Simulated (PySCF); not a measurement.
**Radial density of Zn¹⁶⁺ (zinc, charge +16)**

UHF, [Ne] 3s2 3p2, high-spin 3P determinant. All numbers are calculated (PySCF 2.14, no relativity, point nucleus, in an even-tempered Gaussian basis (17 s from 1.2 bohr⁻², ratio 2.5; 11 p from 1.6 bohr⁻², ratio 2.5; 5 d from 7.8 bohr⁻², ratio 2.7; 4 f from 12 bohr⁻², ratio 2.7)).

| r (bohr) | 4πr²ρ (e/bohr) | 4πr²(ρα − ρβ) |
| --- | --- | --- |
| 0.000767 | 0.1311 | 0.0000 |
| 0.00129 | 0.3593 | 0.0000 |
| 0.00217 | 0.9645 | 0.0000 |
| 0.00365 | 2.497 | 0.0001 |
| 0.00614 | 6.086 | 0.0006 |
| 0.0103 | 13.41 | 0.0030 |
| 0.0174 | 24.94 | 0.0167 |
| 0.0292 | 35.24 | 0.0899 |
| 0.0491 | 33.75 | 0.3912 |
| 0.0826 | 28.64 | 1.1210 |
| 0.139 | 39.51 | 1.3479 |
| 0.234 | 28.97 | -0.0126 |
| 0.393 | 9.728 | 2.7712 |
| 0.661 | 7.127 | 3.4026 |
| 1.11 | 0.4075 | 0.2011 |
| 1.87 | 0.0008631 | 0.0004 |

Question: Where is the radial spin density 4πr²(ρα − ρβ) most negative, and why is it negative at all?

Answer: Around r = 0.234 bohr, down to -0.0126 e/bohr: exchange with the open shell polarises the paired shells in an unrestricted calculation.
